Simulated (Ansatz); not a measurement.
Born–Oppenheimer molecular dynamics of ClF$_{5}$H$_{2}$OW (10 atoms, charge 0, multiplicity 1). It starts at the highest image of a converged band, a first-order saddle point between two minima.

Method: RKS BHLYP-D4/def2-SVP (Ansatz).

| Item | Value |
| --- | --- |
| ensemble | NVE (velocity Verlet) |
| time step | 0.5 fs |
| steps asked | 200 |
| starting velocities drawn for | 100 K |
| seed | 11941 |

First frame:

```xyz
10
Properties=species:S:1:pos:R:3
W 0.063 0.242 0.032
F 0.793 -0.525 1.808
F 1.822 0.041 -0.424
O -0.128 1.940 -0.688
H -0.505 2.062 -1.563
F -1.435 0.475 1.061
F -0.306 -1.563 -0.016
F -0.580 -0.070 -1.693
Cl 1.140 1.964 1.796
H 1.144 0.554 2.215
```

Task: How far do the bonds stretch over the last three quarters of this one trajectory? (Pairs bonded in most of those frames.)

Result: 
```json
{"bond": "W1–F2", "mean (Å)": "1.868", "spread (Å)": "0.043", "shortest": "1.81", "longest": "1.98"}
{"bond": "W1–F3", "mean (Å)": "1.837", "spread (Å)": "0.018", "shortest": "1.81", "longest": "1.87"}
{"bond": "W1–O4", "mean (Å)": "1.861", "spread (Å)": "0.010", "shortest": "1.84", "longest": "1.88"}
{"bond": "W1–F6", "mean (Å)": "1.839", "spread (Å)": "0.029", "shortest": "1.80", "longest": "1.89"}
{"bond": "W1–F7", "mean (Å)": "1.844", "spread (Å)": "0.006", "shortest": "1.83", "longest": "1.85"}
{"bond": "W1–F8", "mean (Å)": "1.880", "spread (Å)": "0.014", "shortest": "1.86", "longest": "1.90"}
{"bond": "W1–Cl9", "mean (Å)": "3.086", "spread (Å)": "0.278", "shortest": "2.73", "longest": "3.63"}
{"bond": "O4–H5", "mean (Å)": "0.959", "spread (Å)": "0.001", "shortest": "0.96", "longest": "0.96"}
{"bond": "Cl9–H10", "mean (Å)": "1.286", "spread (Å)": "0.021", "shortest": "1.25", "longest": "1.33"}
```

Mean temperature of the second half: 598 K. The conserved energy stayed within 0.019 meV per atom of its start (net change -0.0014 meV per atom), so the integration is sound. The kinetic energy rose, since the run started high on the potential surface and went downhill. It ends in pieces (ClH + F5HOW), so much of that is their flight and rotation, not heat. A run of 0.1 ps of so small a system gives no equilibrium averages. The orbitals stay closed-shell, which can raise the energy where a bond breaks towards radicals; this wasn't checked here.

The run took 11 min on 4 threads of Arm Neoverse V2, on a shared host, peak memory 0.47 GiB.
